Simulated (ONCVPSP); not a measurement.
**vanadium: one change to an ONCV potential, before and after**

ONCVPSP 4.0.1 input, shortened (lines: element, Z, core and valence counts, functional; n l f; lmax; l rc ep ncon nbas qcut; lloc lpopt rc5 dvloc0; l nproj debl; icmod fcfact rcfact), Wu-Cohen, scalar-relativistic:

```
  V 23.00    3    4  -118130      upf
    1    0    2.00
    2    0    2.00
    2    1    6.00
    3    0    2.00
    3    1    6.00
    3    2    3.00
    4    0    2.00
    2
    0    1.50    0.00    4    7   10.10
    1    1.45    0.00    5    9   12.10
    2    2.20    0.00    4    8    8.20
    4    5    1.10    4.00
    0    2    2.60
    1    2    2.60
    2    2    2.90
    0    0.00    0.00
```

Change: s: qcut 10.9; p: qcut 13; d: qcut 8.8.

Cutoffs: the cutoffs (Ha) at which the residual kinetic energy of the hardest occupied pseudo-wave falls to 1 and 0.1 mHa per electron; they do not see the model core or the augmentation charge, which bear on the density cutoff. Errors are all-electron minus pseudo energies relative to the spin-unpolarised reference configuration.

**Question.** Predict the effect on cutoff, ghosts and configuration errors.

**Answer.** The potential gets harder (32 Ha and 47 Ha → 42 Ha and 54 Ha); of the 4 tests that both files solve, the error grows in 0 and shrinks in 2 by more than 15 % and 0.3 meV (median size 60.5 → 52.0 meV); neither file shows a bound ghost.

| quantity | base | changed |
| --- | --- | --- |
| cutoff, loose | 32 Ha | 42 Ha |
| cutoff, tight | 47 Ha | 54 Ha |
| loose cutoff by channel | s 29 Ha, p 32 Ha, d 23 Ha | s 34 Ha, p 42 Ha, d 25 Ha |
| bound ghosts | none | none |
| GHOST(+) flags under 300 eV | none | none |
| error for 3s2 3p6 3d3 4s1, meV [ΔE 7.76 eV] | +1.4 | +1.3 |
| error for 3s2 3p6 3d3 4s0, meV [ΔE 21.91 eV] | +8.4 | +7.6 |
| error for 3s2 3p6 3d2 4s0, meV [ΔE 50.79 eV] | +113 | +96 |
| error for 3s1 3p6 3d3 4s2, meV [ΔE 77.26 eV] | -288 | -238 |
| s: phases at 1.52 bohr within 0.05 rad from the reference energy up to (Ha; the scan ends near 5) | to the end of the scan | to the end of the scan |
| p: phases at 1.47 bohr within 0.05 rad from the reference energy up to (Ha; the scan ends near 5) | to the end of the scan | to the end of the scan |
| d: phases at 2.23 bohr within 0.05 rad from the reference energy up to (Ha; the scan ends near 5) | 4.8 | 4.8 |
